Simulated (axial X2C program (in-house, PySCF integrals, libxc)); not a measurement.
# What spin–orbit coupling does to VH⁺

All values were computed with an axial X2C code built on PySCF integrals. Spin-free means the one-electron spin-free X2C Hamiltonian; two-component (2c) means X2C with spin–orbit coupling and atomic mean-field two-electron Coulomb and Gaunt terms, so the difference of the two also holds small scalar two-electron terms. Basis: V dyall-cv3z [10s10p6d4f2g], H dyall-v3z [6s2p1d] (cores contracted in-house); Gaussian nuclei, density fitting, unrestricted open shells. Masses: V 50.944 u, H 1.008 u.

Spin-free state: M_S = 3/2, Λ = 2 (beyond evenly filled blocks: π+α, π-α, δ+α); fragments V+ + H.

| level | Re (Å) | ωe (cm⁻¹) | De (eV) | μ (D) |
| --- | --- | --- | --- | --- |
| PBE0 | 1.631 | 1828.2 | 2.001 | -2.75 |
| HF | 1.708 | 1749.1 | 1.542 | -4.15 |
| MP2 | 1.658 | 1829.4 | 2.031 | n/a |
| CCSD | 1.664 | 1792.7 | 2.279 | n/a |
| CCSD(T) | 1.661 | 1793.3 | 2.302 | n/a |
| PBE | 1.629 | 1798.2 | 2.116 | -2.32 |

Correlated methods: 5 electrons correlated (number of frozen shells: V 3 s, 2 p; H none), 213 virtual spin orbitals or spinors in MP2, 67 natural virtuals in coupled cluster.

Dipoles are positive if H is the positive end and refer to the centre of mass.

Two-component determinant lowest at the distance of the search:

Ω = 1/2 (⟨Sz⟩ = -1.50, ⟨Lz⟩ = 2.00 at HF); fragments V+ + H.

```tsv
level	Re (Å)	ωe (cm⁻¹)	μ (D)
PBE0	1.631	1827.8	-2.75
HF	1.708	1748.8	-4.15
MP2	1.658	1829.0	n/a
CCSD	1.664	1792.1	n/a
CCSD(T)	1.661	1792.7	n/a
PBE	1.629	1797.8	-2.32
```

(1) From the two tables, how do the constants change at the CCSD(T) level (2c against spin-free)?

One determinant describes the state; a PBE0 search over occupations chose it and may have missed a lower one. Dissociation energies refer to the lowest single-determinant-based atoms at the same level and basis. De is not given where an atomic determinant may have missed its ground term or J level, or where the truncated virtual space spoils (T). Density functionals use the spin component along the axis (collinear). Coupled cluster ran in a truncated set of natural virtual spinors; the MP2 energy of the rest was added. (T) has no such correction and the atoms are truncated less, which lowers De at CCSD(T) by a hundredth of an eV or more. Other states lie close and PBE0, whose exact exchange favours high spin, may order them wrongly; the determinant shown need not be the ground state. The nearest other spin-free determinant of the search, M_S = 3/2, Λ = 1, lies 0.29 eV up at the distance of the search. The functionals have no current-density term, which raises determinants with orbital currents, atoms included. With several unpaired electrons one determinant need not be a pure state. The outer-core s and p shells of the metal are frozen in the correlated rows, which leaves out core–valence correlation; for alkali and alkaline-earth bonds that tends to lengthen them.

Results:

(1) At the CCSD(T) level Re is unchanged within 0.001 Å and ωe decreases by 0.6 cm⁻¹.
